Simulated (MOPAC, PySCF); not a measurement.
C3H3Cl, SMILES `C(C#C)Cl`, neutral singlet in the gas phase. 

Cartesian coordinates (Å):
```xyz
7

C      1.7339    -0.1524    -0.1136
C      0.5431    -0.0888     0.0086
C     -0.8905    -0.0247     0.1689
Cl    -1.6560     1.1567    -0.9774
H      2.7891    -0.2069    -0.2239
H     -1.1636     0.3034     1.1696
H     -1.3558    -0.9873    -0.0322
```
Charge 0, multiplicity 1.

All levels are single points at this geometry (B3LYP-D3(BJ)/def2-TZVP); Pople sets use spherical d functions. Orbital energies aren't observables, and empty levels follow the basis.

```
level                            HOMO (eV)  LUMO (eV)  gap (eV)  dipole (D)  vertical IE, Delta-SCF (eV)
-------------------------------  ---------  ---------  --------  ----------  ---------------------------
TPSSh-D3(BJ)/def2-TZVP in PySCF      -7.48      -0.95      6.53        1.77                        10.21
B3LYP/6-31G* in PySCF                -7.66      -0.41      7.25        1.97                        10.23
HF/6-31G* in PySCF                  -10.88       3.94     14.82        2.14                         9.46
PM3 in MOPAC                        -10.47       0.51     10.98        1.50                            –
PM6 in MOPAC                        -10.78       0.04     10.81        1.90                            –
PM7 in MOPAC                        -10.93      -0.03     10.90        2.16                            –
```
